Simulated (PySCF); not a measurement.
**Sc(2+): excitation energy**

Sc(2+) [Ar] 3d1 (2D) → Sc(2+) [Ar] 4s1 (2S), as a difference of total energies. Computed with PySCF 2.14 in aug-cc-pVDZ-DK, with scalar relativity by spin-free X2C-1e. The calculations carry no spin-orbit coupling.

| method | excitation energy (eV) |
| --- | --- |
| UHF | 3.162 |
| PBE0 | 3.817 |
| r2SCAN | 4.040 |
| wB97X | 4.096 |
| TPSS | 4.090 |
| B3LYP | 3.680 |

Q: Estimate what PBE gives.

A: 3.798 eV, closest to PBE0 among the rows shown.

Q: Estimate what LDA gives.

A: 3.677 eV, closest to B3LYP among the rows shown.

A first-order spin-orbit estimate (lowest level to lowest level, LS coupling) adds 0.016 eV.
